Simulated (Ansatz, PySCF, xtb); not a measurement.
Breaking a bond: CaO, singlet.

Levels: UKS-PBE = unrestricted PBE/def2-SVP (Ansatz, a first-principles code); RMP2 = MP2 on RHF/def2-SVP, 6 core orbitals frozen (PySCF); RCCSD(T) = CCSD(T) on RHF/def2-SVP, 6 core orbitals frozen run with PySCF; GFN1-xTB (xtb).

Energies are in kcal/mol, each relative to the lowest point of its own curve near equilibrium.

```json
[
 {"R / Å": "1.44", "UKS-PBE": "76.9", "RMP2": "90.5", "RCCSD(T)": "101.2", "GFN1-xTB": "94.4"},
 {"R / Å": "1.52", "UKS-PBE": "42.5", "RMP2": "52.4", "RCCSD(T)": "63.2", "GFN1-xTB": "47.9"},
 {"R / Å": "1.63", "UKS-PBE": "14.4", "RMP2": "20.3", "RCCSD(T)": "30.5", "GFN1-xTB": "14.8"},
 {"R / Å": "1.69", "UKS-PBE": "6.1", "RMP2": "10.2", "RCCSD(T)": "19.9", "GFN1-xTB": "6.0"},
 {"R / Å": "1.76", "UKS-PBE": "1.1", "RMP2": "3.3", "RCCSD(T)": "12.0", "GFN1-xTB": "1.0"},
 {"R / Å": "1.80", "UKS-PBE": "0.0", "RMP2": "1.2", "RCCSD(T)": "9.1", "GFN1-xTB": "0.0"},
 {"R / Å": "1.88", "UKS-PBE": "0.7", "RMP2": "0.0", "RCCSD(T)": "5.4", "GFN1-xTB": "___"},
 {"R / Å": "1.93", "UKS-PBE": "2.7", "RMP2": "___", "RCCSD(T)": "3.9", "GFN1-xTB": "2.4"},
 {"R / Å": "2.00", "UKS-PBE": "6.9", "RMP2": "3.0", "RCCSD(T)": "2.0", "GFN1-xTB": "6.0"},
 {"R / Å": "2.10", "UKS-PBE": "14.8", "RMP2": "7.4", "RCCSD(T)": "0.0", "GFN1-xTB": "12.6"},
 {"R / Å": "2.25", "UKS-PBE": "28.7", "RMP2": "10.7", "RCCSD(T)": "11.7", "GFN1-xTB": "24.3"},
 {"R / Å": "2.46", "UKS-PBE": "46.3", "RMP2": "42.1", "RCCSD(T)": "___", "GFN1-xTB": "41.8"},
 {"R / Å": "2.71", "UKS-PBE": "60.9", "RMP2": "78.6", "RCCSD(T)": "44.6", "GFN1-xTB": "61.9"},
 {"R / Å": "3.00", "UKS-PBE": "76.5", "RMP2": "105.4", "RCCSD(T)": "59.3", "GFN1-xTB": "82.5"},
 {"R / Å": "3.22", "UKS-PBE": "___", "RMP2": "118.7", "RCCSD(T)": "72.4", "GFN1-xTB": "—"},
 {"R / Å": "3.64", "UKS-PBE": "102.1", "RMP2": "___", "RCCSD(T)": "100.5", "GFN1-xTB": "—"},
 {"R / Å": "3.94", "UKS-PBE": "109.3", "RMP2": "140.1", "RCCSD(T)": "115.1", "GFN1-xTB": "—"},
 {"R / Å": "4.41", "UKS-PBE": "116.3", "RMP2": "144.8", "RCCSD(T)": "123.4", "GFN1-xTB": "—"},
 {"R / Å": "4.86", "UKS-PBE": "120.0", "RMP2": "___", "RCCSD(T)": "124.8", "GFN1-xTB": "—"},
 {"R / Å": "5.47", "UKS-PBE": "122.8", "RMP2": "147.4", "RCCSD(T)": "125.2", "GFN1-xTB": "—"},
 {"R / Å": "6.35", "UKS-PBE": "124.6", "RMP2": "147.6", "RCCSD(T)": "125.3", "GFN1-xTB": "—"},
 {"R / Å": "7.27", "UKS-PBE": "125.4", "RMP2": "147.6", "RCCSD(T)": "125.3", "GFN1-xTB": "—"}
]
```

Question: Some entries are withheld; supply them.

Answer: 
- 1.88, GFN1-xTB: 0.6
- 1.93, RMP2: 0.7
- 2.46, RCCSD(T): 32.1
- 3.22, UKS-PBE: 86.8
- 3.64, RMP2: 134.1
- 4.86, RMP2: 146.6

Dashes: no converged value, or the column stops at the first point that the program doubted or that broke a chosen test of continuity, which isn't proof of a fault.

The unrestricted determinant behind UKS-PBE is spin-contaminated at 2.10 to 7.27 Å (<S²> up to 1.0, against 0.00 for a pure singlet). The restricted form behind RMP2 keeps the bonding electrons paired and can't separate into open-shell fragments. The T1 diagnostic of CCSD on the restricted reference of RMP2, RCCSD(T) exceeds 0.045 at 1.76 to 3.94 Å.
